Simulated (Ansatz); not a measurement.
Basis-set series for `[NH2][SnH2][Br]`. Total charge 0; spin multiplicity 1. Sn takes the def2 core potential. All single points use the PBE0-D4/def2-TZVP geometry. It is one conformer, not always the lowest.

```csv
functional,basis,functions,energy (Eh),HOMO (eV),LUMO (eV)
PBE0-D4,def2-TZVPP,185,-2845.32533,-7.61,-0.72
PBE0-D4,def2-QZVPP,348,-2845.38417,-7.65,-0.80
ωB97M-V,def2-TZVPP,185,-2845.45733,-9.94,1.07
ωB97M-V,def2-QZVPP,348,-2845.51415,-9.99,0.80
```

Task: Give the rows for def2-SVP. (Best estimate.)

Result: The calculation gave: 
```json
{"functional": "PBE0-D4", "basis": "def2-SVP", "functions": "92", "energy (Eh)": "-2844.92780", "HOMO (eV)": "-7.37", "LUMO (eV)": "-0.42"}
{"functional": "ωB97M-V", "basis": "def2-SVP", "functions": "92", "energy (Eh)": "-2845.05725", "HOMO (eV)": "-9.68", "LUMO (eV)": "1.54"}
```

Positive LUMOs are unbound and depend on the basis. Scalar relativity is left out up to krypton.

Computed with Ansatz.
